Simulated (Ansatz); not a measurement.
`O=C=[N][Zr]([OH])([OH])[OH]`, charge 0, multiplicity 1.

**Question.** Give a relaxed structure at PBE0-D4/def2-TZVP (Ansatz). (Best estimate.)

**Answer.** Computed: 
```xyz
10

O     2.592   -2.760   -1.138
C     1.826   -1.943   -0.803
N     1.042   -1.105   -0.459
Zr   -0.314    0.335    0.138
O     0.612    1.667    1.157
O    -1.100    1.123   -1.422
O    -1.665   -0.499    1.211
H     0.974    2.472    1.514
H    -1.687    1.460   -2.091
H    -2.280   -0.750    1.893
```
Point group C3.
This is one stationary point; other conformers may exist.
